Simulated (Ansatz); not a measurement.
Born–Oppenheimer molecular dynamics of Cl$_{3}$HOSn (6 atoms, charge 0, multiplicity 1). It starts from a relaxed structure.

Level of theory: RKS PBE0/def2-SVP (Ansatz 0.2.0).

```yaml
ensemble: NVE (velocity Verlet)
time_step: 0.5 fs
steps_asked: 100
starting_velocities_drawn_for: 700 K
seed: 552982
```

First frame:

```xyz
6
Properties=species:S:1:pos:R:3
Sn -0.020 0.001 -0.021
O 0.009 -0.009 1.936
H -0.841 -0.286 2.306
Cl 2.183 0.009 -0.722
Cl -1.109 1.885 -0.833
Cl -1.130 -1.882 -0.816
```

Question: How far do the bonds stretch over the last three quarters of this one trajectory? (Pairs bonded in most of those frames.)

Answer: 
```tsv
bond	mean (Å)	spread (Å)	shortest	longest
Sn1–O2	1.951	0.053	1.89	2.04
Sn1–Cl4	2.364	0.040	2.28	2.40
Sn1–Cl5	2.293	0.053	2.24	2.39
Sn1–Cl6	2.308	0.025	2.28	2.36
O2–H3	0.970	0.031	0.92	1.02
```

Mean temperature of the second half: 381 K. The conserved energy stayed within 0.32 meV per atom of its start (net change 0.3 meV per atom), so the integration is sound. A run of 0.05 ps of so small a system gives no equilibrium averages.

The run took 7 min on 2 threads of AMD EPYC 7R43 64-Core Processor (Zen 3) (shared host), peak memory 0.26 GiB.
